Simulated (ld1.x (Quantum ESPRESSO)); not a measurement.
**Which change was made? (Ga, TM)**

ld1.x (Quantum ESPRESSO) 7.5 input, shortened:

```
&input
   title='Ga', zed=31., rel=1, dft='PZ', iswitch=3,
   config='[Ar] 3d10 4s1 4p2'
 /
 &inputp
   pseudotype=2, tm=.true., lloc=-1, rcloc=1.40,
   nlcc=.false.
 /
2
4S  1  0   1.00   0.00  1.80  1.80  0.0
4P  2  1   2.00   0.00  1.70  1.70  0.0
 &test
   configts(1)='4s1 4p2'
 /
```

Cutoffs, loose and tight: the cutoffs (Ry, on a coarse ladder) from which the occupation-weighted sum of valence levels, in a spherical-Bessel basis at the reference potential, stays within 10 and 1 mRy of its value at 400 Ry. They do not see the model core or the augmentation charge, which bear on the density cutoff. Test errors are all-electron minus pseudo excitation energies from the reference, over the configurations 4s2 4p1; 4s2 4p0; 4s1 4p0; 4s1 4p1; 4s2 4p0.5; 4s2 4p1.3; 4s0 4p3 (two spin-polarised tests are not counted in the largest error); variants that change the core or the reference have their own tests.

The base gives: outcome: generated; cutoff, loose: 12 Ry; cutoff, tight: 35 Ry; bound ghosts: none; largest test error (meV): +115.

Q: After one change the result is: outcome: generated; cutoff, loose: 10 Ry; cutoff, tight: 25 Ry; bound ghosts: none; largest test error (meV): +109. Which change was it?
A. all radii scaled by about 1.31 (s 2.36, p 2.22 bohr); local potential all-electron potential smoothed inside 1.82 bohr (lloc = -1)
B. all radii scaled by about 0.84 (s 1.52, p 1.42 bohr); local potential all-electron potential smoothed inside 1.18 bohr (lloc = -1)
C. all radii scaled by about 0.75 (s 1.36, p 1.28 bohr); local potential all-electron potential smoothed inside 1.06 bohr (lloc = -1)

A: A. The others give: all radii scaled by about 0.84 (s 1.52, p 1.42 bohr); local potential all-electron potential smoothed inside 1.18 bohr (lloc = -1) → outcome: generated; cutoff, loose: 55 Ry; cutoff, tight: 100 Ry; bound ghosts: s; largest test error (meV): +89 | all radii scaled by about 0.75 (s 1.36, p 1.28 bohr); local potential all-electron potential smoothed inside 1.06 bohr (lloc = -1) → outcome: generated; cutoff, loose: 140 Ry; cutoff, tight: 180 Ry; bound ghosts: s; largest test error (meV): +100.
